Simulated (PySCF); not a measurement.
C2H8GeO3, SMILES C[CH2][Ge]([OH])([OH])[OH].

Geometry optimised at B3LYP-D3(BJ)/def2-SVP. Other conformers were not sampled.

Method: TDA-PBE/def2-SVPD (PySCF).

Vertical excitations. Gas-phase values at a fixed geometry.

```json
[
 {"state": "S1", "energy (eV)": "6.01", "λ (nm)": "206", "f": "0.089", "main pairs": "HOMO→LUMO 95 %"},
 {"state": "S2", "energy (eV)": "6.05", "λ (nm)": "205", "f": "0.026", "main pairs": "HOMO−1→LUMO 96 %"},
 {"state": "S3", "energy (eV)": "6.48", "λ (nm)": "191", "f": "0.027", "main pairs": "HOMO−2→LUMO 91 %"},
 {"state": "S4", "energy (eV)": "6.64", "λ (nm)": "187", "f": "0.036", "main pairs": "HOMO−3→LUMO 90 %"},
 {"state": "S5", "energy (eV)": "6.93", "λ (nm)": "179", "f": "0.008", "main pairs": "HOMO→LUMO+1 95 %"},
 {"state": "S6", "energy (eV)": "7.10", "λ (nm)": "175", "f": "0.007", "main pairs": "HOMO−1→LUMO+1 68 %, HOMO→LUMO+2 27 %"},
 {"state": "T1", "energy (eV)": "5.70", "λ (nm)": "218", "f": "0", "main pairs": "HOMO→LUMO 99 %"},
 {"state": "T2", "energy (eV)": "5.82", "λ (nm)": "213", "f": "0", "main pairs": "HOMO−1→LUMO 99 %"}
]
```
Triplets are in the Tamm–Dancoff approximation.
